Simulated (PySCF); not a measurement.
Species: C7H11FSi.
Atom-mapped SMILES: `[CH2:1]=[CH:2][Si@@H:3]1[CH2:4][CH:5]=[C:6]([CH2:7][F:8])[CH2:9]1` (hydrogens: H10, H11 on C1; H12 on C2; H13 on Si3; H14, H15 on C4; H16 on C5; H17, H18 on C7; H19, H20 on C9)

The closed-shell ground state was solved at several levels (PySCF, density fitting, gas phase, non-relativistic). One conformer (not necessarily the lowest) at the PBE0-D3(BJ)/def2-SVP geometry, without solvent, vibrations or thermal averaging.

```
           level  basis functions  total energy (Eh)  HOMO (eV)  LUMO (eV)  gap (eV)  dipole (D)
wB97X-D/pcSseg-1              215          -662.4930      -8.76       1.32     10.08        2.02
 B3LYP/def2-SVPD              275          -662.3503      -6.77      -0.75      6.02        1.88
```

(1) Estimate the row for PBE0/pcSseg-1, a basis of 215 functions; the other rows only guide the guess.

(2) Over all these levels, which gives the widest orbital gap and which the narrowest?

(3) How far do the dipole and the HOMO energy spread over the levels?

## Answers

(1) Total energy -662.0682 Eh, HOMO -6.94 eV, LUMO -0.48 eV, gap 6.46 eV, dipole 1.93 D.

(2) wB97X-D/pcSseg-1 (range-separated hybrid) has the widest, 10.08 eV, and B3LYP/def2-SVPD (global hybrid, 20 % exact exchange) the narrowest, 6.02 eV. Functional and basis both differ between the two, so the spread mixes both effects.

(3) The dipole runs from 1.88 to 2.02 D (mean 1.95 D) and the HOMO from -8.76 to -6.77 eV.

wB97X-D is run here without its empirical dispersion term; that term would change no orbital, density or response property at a fixed geometry.
